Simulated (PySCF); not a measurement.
# [TlCl2]− at several levels of theory

Computed with PySCF 2.14.0 (density fitting, no spin-orbit coupling) at the geometry relaxed with PBE:

```xyz
3
[TlCl2]− (singlet)
Tl   -0.9893    0.0000    0.0000
Cl    0.7020    0.0000    2.0785
Cl    0.7020    0.0000   -2.0785
```

| level | basis | state | HOMO (eV) | gap (eV) | charge on Tl1 (e) | dipole about the centre of mass (D) | largest force component (eV/Å) |
| --- | --- | --- | --- | --- | --- | --- | --- |
| PBE | Tl def2-SVP with ECP60, Cl def2-SVP | singlet | -0.65 | 3.18 | 0.03 | 5.27 | 0.06 |
| revPBE | the same | singlet | -0.60 | 3.22 | 0.06 | 5.37 | 0.15 |
| BP86 | the same | singlet | -0.77 | 3.19 | 0.04 | 5.26 | 0.06 |
| BLYP | the same | singlet | -0.43 | 3.05 | 0.01 | 5.07 | 0.18 |
| PBE | Tl def2-TZVP with ECP60, Cl def2-TZVP | singlet | -1.18 | 3.31 | 0.26 | 6.28 | 0.08 |
| PBE | Tl x2c-SVPall, Cl x2c-SVPall | singlet | -0.63 | 3.20 | 0.07 | 5.29 | 0.19 |

Charges are Mulliken's, which hang on the basis. The relaxation used the grid (50, 194), these runs (75, 302) or, all-electron (x2c bases, spin-free X2C Hamiltonian), (99, 590).

Q: What does TPSS with Tl def2-SVP with ECP60, Cl def2-SVP give here?

A: state singlet, HOMO (eV) -0.76, gap (eV) 3.38, charge on Tl1 (e) 0.09, dipole about the centre of mass (D) 5.51, largest force component (eV/Å) 0.06. Time: 1.7 s on 2 threads of Arm Neoverse V1, on a shared host, from an already converged density.
